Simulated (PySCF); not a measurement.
**SbN: frontier orbitals**

B97-3 at R = 1.822 Å; basis Sb def2-TZVPP with ECP28, N def2-TZVPP; scalar-relativistic core potentials; PySCF 2.14. State: ¹Σ⁺ (singlet), closed shell. Only the outer orbitals are listed, counted within each symmetry, core potentials removing the inner ones.

```
orbital  occ.  ε (eV)  on Sb (%)         main shells (%)
     5σ     2  -21.31         25         71 N s, 18 Sb s
     6σ     2  -13.41         76         70 Sb s, 17 N s
     7σ     2   -7.97         36         58 N p, 28 Sb p
     3π     2   -7.81         44         55 N p, 42 Sb p
     3π     2   -7.81         44         55 N p, 42 Sb p
     4π     0   -2.57         64         58 Sb p, 36 N p
     4π     0   -2.57         64         58 Sb p, 36 N p
     8σ     0    0.45        109  92 Sb p, 9 N p, 9 Sb d
```

Task: Which are the highest filled and the lowest empty level, where do they sit, and how wide is the gap?

Result: Highest filled 3π at -7.81 eV (in %: 55 N p, 42 Sb p); lowest empty 4π at -2.57 eV (in %: 58 Sb p, 36 N p); the gap at B97-3 is 5.24 eV.

The bond order (Mayer) is 2.85 and the ⟨S²⟩ is 0.000. The charge on Sb (Mulliken, basis-dependent) is 0.51, the charge on Sb (Löwdin, basis-dependent) is 0.47 and the dipole moment (positive dipole means Sb(−)N(+)) is -3.94 D.

Shares are Mulliken populations and can fall outside 0 to 100 %.

Spin–orbit coupling is left out.
